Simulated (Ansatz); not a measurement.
Ansatz (an electronic-structure program) input (B3LYP-D3(BJ)/def2-TZVP):

Ansatz 0.2 input:
```yaml
crystal:
  periodic: [false, false, false]
  atoms:
    - {symbol: C, position_ang: [0.04031798, 0.00090848, 0.37335112]}
    - {symbol: Cl, position_ang: [0.85281085, -1.22760126, -0.17838818]}
    - {symbol: Cl, position_ang: [-0.81138714, 1.21732454, -0.14592755]}
basis:
  gaussian:
    orbitals: def2-TZVP
hamiltonian:
  xc: b3lyp
  dispersion: d3bj
total_charge: 1
magnetization: {spin_polarized: true, initial_magnetization: 1}
relax: {f_tol: 0.002, max_steps: 150}
```

End of the output:

```
reference -26072.16366962 eV, -958.1343425114 hartree; 20, 19 occupied and 85, 86 virtual orbitals, 706 factors
relax step   3: F+E_penalty+E_count = -26072.28404338 eV  Δ(F+E_penalty+E_count) = -1.164e-2 eV  max|allowed force component| = 7.358e-2 eV/Å  Δτ_max = 0.0368 Å  (35 SCF iters, accepted)
these checks for a lower state are left out or cut short: starts, cluster_reference, orbital_swaps, neighbouring_geometries, increment
integrals: 0.03 GiB planned
706 factors; their error is unknown
mean field: 0.40 GiB planned
mean field -26072.16368671 eV, -958.1343431394 hartree, gradient 1.9e-5 eV, S^2 0.755326; 0 other end points of the search recorded, 0 dependent functions left out
the calculation of the forces begins
reference -26072.16387647 eV, -958.1343501128 hartree; 20, 19 occupied and 85, 86 virtual orbitals, 706 factors
relax step   4: F+E_penalty+E_count = -26072.28422994 eV  Δ(F+E_penalty+E_count) = -1.866e-4 eV  max|allowed force component| = 5.991e-3 eV/Å  Δτ_max = 0.0043 Å  (36 SCF iters, accepted)
these checks for a lower state are left out or cut short: starts, cluster_reference, orbital_swaps, neighbouring_geometries, increment
integrals: 0.03 GiB planned
706 factors; their error is unknown
mean field: 0.40 GiB planned
mean field -26072.16367924 eV, -958.1343428647 hartree, gradient 3.6e-5 eV, S^2 0.755327; 0 other end points of the search recorded, 0 dependent functions left out
the calculation of the forces begins
reference -26072.16386898 eV, -958.1343498376 hartree; 20, 19 occupied and 85, 86 virtual orbitals, 706 factors
relax step   5: F+E_penalty+E_count = -26072.28423297 eV  Δ(F+E_penalty+E_count) = -3.031e-6 eV  max|allowed force component| = 1.293e-4 eV/Å  Δτ_max = 0.0006 Å  (25 SCF iters, accepted)
integrals: 0.03 GiB planned
706 factors; their error is unknown
mean field: 0.40 GiB planned
mean field evaluation 64: about -26072.1637 eV, gradient 2.8e-2 eV
mean field -26072.16367924 eV, -958.1343428647 hartree, gradient 3.6e-5 eV, S^2 0.755327; 1 other end points of the search recorded, 0 dependent functions left out
the calculation of the forces begins
reference -26072.16386898 eV, -958.1343498376 hartree; 20, 19 occupied and 85, 86 virtual orbitals, 706 factors
Total energy: -26072.28442271 eV, -958.1387801055 hartree
Atom 0 at     0.041809     0.001479     0.415791 Å, force    -0.000007     0.000002    -0.000129 eV/Å
Atom 1 at     0.848741    -1.223005    -0.199564 Å, force    -0.000024     0.000040     0.000064 eV/Å
Atom 2 at    -0.808809     1.212158    -0.167192 Å, force     0.000032    -0.000042     0.000065 eV/Å
Dipole moment:    -0.001471    -0.000465    -0.040342 e Å
```
